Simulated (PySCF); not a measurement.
**TaH₅ + Cl₂ → TaH₃ + 2 HCl**

Level: PBE0 in the def2-TZVP basis family, computed in PySCF with density fitting; scalar-relativistic core potentials for atoms from Rb on, none lighter, no spin–orbit coupling; open shells unrestricted.

```json
{"species": "TaH₅", "state and structure": "singlet, C4v, Ta–H 1.754 Å (×4), Ta–H 1.790 Å; H–Ta–H 77.3° (×4), H–Ta–H 118.0° (×4), H–Ta–H 124.0° (×2)", "E (Eh)": "-59.86993", "ZPE (kJ/mol)": "83.0", "H(298 K) − H(0) (kJ/mol)": "13.8", "S° (J/(mol K))": "261.6"}
{"species": "Cl₂", "state and structure": "singlet, D∞h, Cl–Cl 1.982 Å", "E (Eh)": "-920.08940", "ZPE (kJ/mol)": "3.5", "H(298 K) − H(0) (kJ/mol)": "9.1", "S° (J/(mol K))": "222.5"}
{"species": "TaH₃", "state and structure": "triplet, C2v, Ta–H 1.779 Å (×2), Ta–H 1.799 Å; H–Ta–H 116.6°, H–Ta–H 121.7° (×2)", "E (Eh)": "-58.65244", "ZPE (kJ/mol)": "41.9", "H(298 K) − H(0) (kJ/mol)": "12.4", "S° (J/(mol K))": "266.0"}
{"species": "HCl", "state and structure": "singlet, C∞v, H–Cl 1.279 Å", "E (Eh)": "-460.66440", "ZPE (kJ/mol)": "17.9", "H(298 K) − H(0) (kJ/mol)": "8.7", "S° (J/(mol K))": "186.6"}
```

Q: What is the electronic reaction energy?

A: At PBE0/def2-TZVP, ΔE = -57.5 kJ/mol from the differences of the total energies times 2625.5, downhill. 

Q: Add zero-point, thermal and entropy terms for 298.15 K and 1 bar.

A: ΔZPE = -8.8 and Δ[H(298) − H(0)] = 6.9 kJ/mol give ΔH° = -59.4 kJ/mol. ΔS° = 155.1 J/(mol K), so ΔG° = -59.4 − 298.15 × (0.1551) = -106 kJ/mol and log₁₀K = 18.5.

Spin–orbit coupling can matter for TaH₅, TaH₃ and is left out. Open d or f shells are single determinants, so the state found may not be the ground state. Only the bonding shown was studied: isomers, or loss of a ligand pair, can lie lower.
